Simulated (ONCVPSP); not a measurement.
## iridium, ONCV: configuration errors across variants

ONCVPSP 4.0.1 input, shortened (lines: element, Z, core and valence counts, functional; n l f; lmax; l rc ep ncon nbas qcut; lloc lpopt rc5 dvloc0; l nproj debl; icmod fcfact rcfact), PBE, scalar-relativistic:

```
  Ir 77.00   12    2        4      upf
    1    0    2.00
    2    0    2.00
    2    1    6.00
    3    0    2.00
    3    1    6.00
    3    2   10.00
    4    0    2.00
    4    1    6.00
    4    2   10.00
    4    3   14.00
    5    0    2.00
    5    1    6.00
    5    2    7.00
    6    0    2.00
    2
    0    2.50    0.00    4    7    2.10
    1    2.65    0.10    3    8    3.70
    2    2.15    0.00    4    8    7.80
    4    1    1.55    3.00
    0    2    2.10
    1    2    2.90
    2    1    2.10
    0    0.00    0.00
```

In the p channel the program set the typed energies aside and used 0.050, 2.950 Ha.

All-electron excitation energies from the reference (eV): (1) 5d7 6s1 9.880; (2) 5d7 6s0 27.349; (3) 5d6 6s0 57.890; (4) 5d7 6s0 6p2 11.008.

A true bound ghost makes a file unfit for plane-wave use even where its test errors are small: the radial tests pick states by their node count and pass the ghost by.

Errors AE − PS in meV (a dash: test not solved or not reliable):

| change | (1) | (2) | (3) | (4) | bound ghosts | GHOST(+) flags above zero |
| --- | --- | --- | --- | --- | --- | --- |
| base | +1.3 | +33 | +62 | +1.2 | none | s, p |
| all radii scaled by about 0.78 (s 1.96, p 2.06, d 1.68 bohr); local potential polynomial inside 1.22 bohr (lpopt 1, dvloc0 3 Ha) | -14 | +25 | +73 | +8.6 | s, p | s, p |
| all radii scaled by about 0.87 (s 2.18, p 2.30, d 1.86 bohr); local potential polynomial inside 1.34 bohr (lpopt 1, dvloc0 3 Ha) | +0.4 | +28 | – | +9.3 | none | s, p |
| all radii scaled by about 0.93 (s 2.32, p 2.46, d 2.00 bohr); local potential polynomial inside 1.44 bohr (lpopt 1, dvloc0 3 Ha) | +0.4 | +30 | +84 | +5.0 | none | s, p |
| all radii scaled by about 1.07 (s 2.68, p 2.84, d 2.30 bohr); local potential polynomial inside 1.66 bohr (lpopt 1, dvloc0 3 Ha) | +1.9 | +32 | +15 | -6.7 | none | s, p |
| all radii scaled by about 1.16 (s 2.90, p 3.08, d 2.50 bohr); local potential polynomial inside 1.80 bohr (lpopt 1, dvloc0 3 Ha) | +1.2 | +19 | -76 | -24 | none | s, p |
| all radii scaled by about 1.32 (s 3.30, p 3.50, d 2.84 bohr); local potential polynomial inside 2.04 bohr (lpopt 1, dvloc0 3 Ha) | -7.0 | -54 | -346 | -82 | none | none |

(1) Give the same row for: all radii scaled by about 1.25 (s 3.12, p 3.30, d 2.68 bohr); local potential polynomial inside 1.94 bohr (lpopt 1, dvloc0 3 Ha).

Answers

(1) -1.8, -12, -212, -52; bound ghosts: none; GHOST(+) flags above zero: s, p.
